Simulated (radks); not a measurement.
All-electron atom: Ta47+ in [Ne] 3s1 3p6 3d8 4p1 (not the ground configuration). Method: Dirac Kohn-Sham, PBE, spin-unpolarised, spherical densities, finite nucleus; open shells fill j = l - 1/2 first; Fermi nuclear charge, rms radius 5.3507 fm; computed with a radial shooting solver on a logarithmic mesh with Libxc functionals. Some entries of the table are withheld. Estimate them.

| orbital | occ. | eigenvalue (hartree) | <1/r> (bohr^-1) |
|---|---|---|---|
| 1s1/2 | 2 | -2569.823 | 85.41 |
| 2s1/2 | 2 | -519.9737 | 20.82 |
| 2p1/2 | 2 | -501.8924 | (1) |
| 2p3/2 | 4 | -454.8358 | (2) |
| 3s1/2 | 1 | -185.0898 | 7.918 |
| 3p1/2 | 2 | -177.4273 | (3) |
| 3p3/2 | 4 | -166.4532 | (4) |
| 3d3/2 | 4 | -154.1717 | 6.881 |
| 3d5/2 | 4 | -151.7060 | 6.684 |
| 4s1/2 | 0 | -92.57221 | 3.952 |
| 4p1/2 | 1 | -89.27784 | (5) |
| 4p3/2 | 0 | -85.42323 | (6) |
| 4d3/2 | 0 | -80.35838 | 3.508 |
| 4d5/2 | 0 | -79.48282 | 3.438 |
| 4f5/2 | 0 | -74.21067 | 3.274 |
| 4f7/2 | 0 | -73.92989 | 3.248 |
| 5p1/2 | 0 | -53.98400 | 2.350 |
| 5p3/2 | 0 | -52.15711 | 2.211 |

Answer. 
(1) 2p1/2 <1/r> (bohr^-1): 20.78
(2) 2p3/2 <1/r> (bohr^-1): 17.56
(3) 3p1/2 <1/r> (bohr^-1): 7.836
(4) 3p3/2 <1/r> (bohr^-1): 7.004
(5) 4p1/2 <1/r> (bohr^-1): 3.896
(6) 4p3/2 <1/r> (bohr^-1): 3.600
